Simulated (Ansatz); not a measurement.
Kohn–Sham single points on CH$_{4}$S$_{2}$Si, SMILES `S=C[SiH2]S`.

```yaml
crystal:
  periodic: [false, false, false]
  atoms:
    - {symbol: S, position_ang: [-1.276617, 0.832279, -2.003167]}
    - {symbol: C, position_ang: [0.073065, 0.400919, -1.235944]}
    - {symbol: Si, position_ang: [0.200304, 0.351808, 0.636126]}
    - {symbol: S, position_ang: [0.464701, -1.671055, 1.269230]}
    - {symbol: H, position_ang: [0.944083, 0.088343, -1.820358]}
    - {symbol: H, position_ang: [-1.017425, 0.973031, 1.203241]}
    - {symbol: H, position_ang: [1.437311, 1.040572, 1.085489]}
    - {symbol: H, position_ang: [-0.733122, -2.072998, 0.809586]}
basis:
  gaussian: {orbitals: def2-TZVPP}
hamiltonian: {xc: {name: wB97M-V}}
output: {forces: true, orbitals: {seedname: orbitals}}
```

```sh
$ ansatz run in.yaml --threads 2 --pin off --events-out ev --progress --plain --max-ram 4352MiB
```

It prints (some lines left out):

```
Functional definition: wB97M-V
1289 factors; their error is unknown
264 factors; integrals over basis functions are off by at most 1.2e-5 eV
mean field evaluation 1: about -30648.1770 eV, gradient 2.3e1 eV
mean field evaluation 2: about -30648.6537 eV, gradient 1.9e1 eV
mean field evaluation 4: about -30649.5027 eV, gradient 1.3e0 eV
mean field evaluation 8: about -30649.5211 eV, gradient 2.5e-1 eV
mean field evaluation 16: about -30649.5212 eV, gradient 6.5e-5 eV
mean field -30649.52121156 eV, -1126.3491295333 hartree, gradient 6.5e-5 eV, S^2 0.000000; 0 other end points of the search recorded, 0 dependent functions left out
reference -30649.52125869 eV, -1126.3491312653 hartree; 28, 28 occupied and 185, 185 virtual orbitals, 1289 factors
Total energy: -30649.52125869 eV, -1126.3491312653 hartree
Atom 0 at    -1.276617     0.832279    -2.003167 Å, force     0.122438    -0.035065     0.062078 eV/Å
Atom 1 at     0.073065     0.400919    -1.235944 Å, force    -0.014757     0.008199    -0.104543 eV/Å
Atom 2 at     0.200304     0.351808     0.636126 Å, force     0.003304     0.136238     0.128435 eV/Å
Atom 3 at     0.464701    -1.671055     1.269230 Å, force    -0.078637    -0.032644    -0.017788 eV/Å
Atom 4 at     0.944083     0.088343    -1.820358 Å, force    -0.102806     0.036982     0.036787 eV/Å
Atom 5 at    -1.017425     0.973031     1.203241 Å, force     0.146876    -0.072950    -0.073482 eV/Å
Atom 6 at     1.437311     1.040572     1.085489 Å, force    -0.154952    -0.072855    -0.059260 eV/Å
Atom 7 at    -0.733122    -2.072998     0.809586 Å, force     0.078534     0.032096     0.027773 eV/Å
Dipole moment:     0.098757    -0.008706     0.038107 e Å
```

Hardware: 2 threads of an Arm Neoverse V2 on a shared host. Wall time 14 s, peak host memory 0.71 GiB.

The same input with `hamiltonian: {xc: {name: B2PLYP}}` and no forces (abridged; 6.5 s):

```
Functional definition: B2PLYP
mean field evaluation 16: about -30634.9678 eV, gradient 4.4e-4 eV
mean field -30634.96781090 eV, -1125.8143019234 hartree, gradient 2.3e-6 eV, S^2 0.000000
16 core orbitals not correlated: weight in the atoms' cores, before any rotation towards them, 1.000 or more for the frozen orbitals, at most 0.000 for the correlated occupied ones
second order -21.23777778 eV of doubles, -0.00000000 eV of singles
Total energy: -30640.70217551 eV, -1126.0250359360 hartree
```

The same input with `hamiltonian: {xc: {name: wB97X-V}}` and no forces (abridged; 9.5 s):

```
Functional definition: wB97X-V
mean field evaluation 16: about -30646.9469 eV, gradient 8.4e-5 eV
mean field -30646.94693741 eV, -1126.2545267032 hartree, gradient 8.4e-5 eV, S^2 0.000000
Total energy: -30646.94693546 eV, -1126.2545266316 hartree
```

Changing it to `hamiltonian: {xc: {name: B97M-V}}` and no forces (abridged; 11 s):

```
Functional definition: B97M-V
mean field evaluation 16: about -30644.3511 eV, gradient 1.5e-3 eV
mean field -30644.35113265 eV, -1126.1591326376 hartree, gradient 4.1e-5 eV, S^2 0.000000
Total energy: -30644.35119098 eV, -1126.1591347811 hartree
```

With the line `hamiltonian: {xc: {name: B3LYP}, dispersion: d4}` (abridged; 6 s):

```
Functional definition: B3LYP
mean field evaluation 16: about -30653.4602 eV, gradient 7.0e-5 eV
mean field -30653.46015657 eV, -1126.4938830923 hartree, gradient 2.0e-5 eV, S^2 0.000000
Total energy: -30653.81747070 eV, -1126.5070141444 hartree
Atom 0 force    -0.221652     0.066430    -0.166150 eV/Å
Atom 1 force     0.240611    -0.067916     0.052901 eV/Å
Atom 2 force     0.019933     0.247958     0.065765 eV/Å
Atom 3 force    -0.007475    -0.168014     0.045040 eV/Å
Atom 4 force    -0.055906     0.021588     0.049721 eV/Å
Atom 5 force     0.093262    -0.036858    -0.033805 eV/Å
Atom 6 force    -0.080229    -0.034999    -0.025481 eV/Å
Atom 7 force     0.011456    -0.028190     0.012008 eV/Å
Dipole moment:     0.107293    -0.018419     0.053912 e Å
```

Changing it to `hamiltonian: {xc: lda}` and no forces (abridged; 1.9 s):

```
Functional definition: SPW92
mean field evaluation 16: about -30535.2942 eV, gradient 1.7e-4 eV
mean field -30535.29423005 eV, -1122.1513653887 hartree, gradient 3.0e-5 eV, S^2 0.000000; 1 other end points of the search recorded, 0 dependent functions left out
Total energy: -30535.29426607 eV, -1122.1513667124 hartree
```

B3LYP takes the VWN-RPA correlation (the form of Gaussian; ORCA's B3LYP/G).
